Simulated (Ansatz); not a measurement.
Job for Ansatz (an electronic-structure program): R-B97M-V/def2-TZVPPD on C2H6S (a complex). Files ending in .json are basis or fitting sets from the Basis Set Exchange.

Ansatz 0.2 input:
```yaml
crystal:
  periodic: [false, false, false]
  atoms:
    - {symbol: C, position_ang: [-0.17321058, -0.67326616, 0.00477811]}
    - {symbol: C, position_ang: [-0.05183494, 0.63968581, 0.14238068]}
    - {symbol: H, position_ang: [-1.13728974, -1.16475925, 0.05475433]}
    - {symbol: H, position_ang: [0.68644867, -1.31057225, -0.16351888]}
    - {symbol: H, position_ang: [0.91217264, 1.13126436, 0.09237300]}
    - {symbol: H, position_ang: [-0.91156271, 1.27696807, 0.31066209]}
    - {symbol: S, position_ang: [0.45340641, -0.45970462, 3.97122306]}
    - {symbol: H, position_ang: [0.26587498, -0.31316285, 2.64742752]}
    - {symbol: H, position_ang: [-0.85976924, -0.35852233, 4.23113249]}
basis:
  gaussian:
    orbitals: def2-TZVPPD.json
hamiltonian:
  xc: {name: B97M-V}
scf: {lower_state_search: off}
```

The head of its log:

```
WARN ansatz: RAYON_NUM_THREADS=1 ignored (pool sized by the plan → 1); use --threads N
Functional definition: B97M-V
these checks for a lower state are left out or cut short: stability, starts, cluster_reference, orbital_swaps, neighbouring_geometries, increment
integrals: 0.13 GiB planned
1020 factors; their error is unknown
mean field: 1.04 GiB planned
mean field evaluation 1: about -12998.6747 eV, gradient 5.0e1 eV
mean field evaluation 2: about -12994.0151 eV, gradient 6.3e1 eV
```

**Question.** Predict the final total energy.

**Answer.** -477.9230 hartree.
